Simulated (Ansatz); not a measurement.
Correlation energies of CH6BNO (`NCBO`) by basis set

```
atom    x (Å)    y (Å)    z (Å)
  N1  -0.5839   0.8278   0.7190
  C2  -0.4033  -0.5344   0.1971
  B3   0.8060  -0.5537  -0.8215
  O4   1.3037   0.6362  -1.2002
  H5  -0.0160   0.9706   1.5443
  H6  -1.5410   1.0081   0.9888
  H7  -1.2958  -0.8113  -0.3797
  H8  -0.3203  -1.3050   0.9754
  H9   1.2746  -1.5544  -1.2865
 H10   0.7761   1.3162  -0.7368
```

Charge 0, multiplicity 1. Geometry: relaxed with PBE0-D4/def2-TZVP. It is one conformer, not always the lowest. Frozen core, restricted reference, Ansatz 0.2.0. CBS rows extrapolate triple and quadruple zeta.

| basis | HF (Eh) | MP2 corr. | CCSD corr. | (T) | CCSD(T) total |
| --- | --- | --- | --- | --- | --- |
| def2-TZVPP | ? | -0.73522 | -0.76547 | ? | ? |
| def2-QZVPP | -195.49364 | -0.78792 | -0.80966 | -0.03210 | -196.33540 |
| CBS(def2) | -195.49495 | ? | -0.84239 | ? | ? |

**Question.** Fill in the withheld values. (An estimate is asked.)

**Answer.** Computed: def2-TZVPP HF (Eh): -195.48410; def2-TZVPP (T): -0.02866; def2-TZVPP CCSD(T) total: -196.27823; CBS(def2) MP2 corr.: -0.82696; CBS(def2) (T): -0.03466; CBS(def2) CCSD(T) total: -196.37200.
